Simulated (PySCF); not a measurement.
Calculation: PBE-D3(BJ)/def2-TZVP // B3LYP-D3(BJ)/def2-TZVP in PySCF 2.14.0. Isolated molecules, 0 K electronic values unless said otherwise. One relaxed conformer stands for a flexible species; it need not be the lowest. Excitations are Tamm–Dancoff values on a coarser integration grid. The basis has no diffuse functions, so Rydberg states are missing or too high.

Reference species (SMILES): `NB1B=B1` (H–N–B–B torsion 90°) (neutral, multiplicity 1).

```
Property                  Value
----------------------  -------
S1 oscillator strength    0.010
S1–T1 gap (TDA)         0.63 eV
S1 excitation (TDA)     1.57 eV
T1 excitation (TDA)     0.95 eV
```

Changed species: `B(B=N)=B` (B–B–B–N torsion 42°).

Predict the effect on the S1 oscillator strength, S1–T1 gap (TDA), S1 excitation (TDA) and T1 excitation (TDA).

the S1 oscillator strength hardly moves; the S1–T1 gap (TDA) drops by 0.43 eV, to 0.20 eV; the S1 excitation (TDA) increases by 0.68 eV, to 2.25 eV; the T1 excitation (TDA) goes up by 1.10 eV, to 2.05 eV.
